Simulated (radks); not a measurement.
These are the eigenvalues of the occupied orbitals of an atom or ion with whole-number occupations (hartree). Calculated with a radial shooting solver on a logarithmic mesh with Libxc functionals: non-relativistic Kohn-Sham, PBE, spin-polarised, spherical densities, point nucleus.

1s up: -1684.535
1s down: -1684.530
2s up: -276.1543
2s down: -276.1495
2p up: -263.0075
2p down: -263.0032
3s up: -68.98213
3s down: -68.92672
3p up: -63.16365
3p down: -63.11270
3d up: -52.31963
3d down: -52.28195
4s up: -21.62119
4s down: -21.51983
4p up: -19.32664
4p down: -19.22471
4d up: -15.22839
4d down: -15.12443
4f up: -10.15070
5s up: -9.60647

Which element is it, and in what charge state? The configuration may be excited. Open shells, if any, are filled with parallel spins first.

Answer. Z = 63, europium, charge +14: Eu14+ in [Kr] 4d10 4f2 5s1. The list shows which subshells hold electrons but not how many an open one holds; the 1s level, -1684.5 hartree, gives Z - s = 58.0 by -(Z - s)^2/2, which with screening narrows Z to a few neighbours, and the depths of the outer levels then fix element, charge and occupations together.
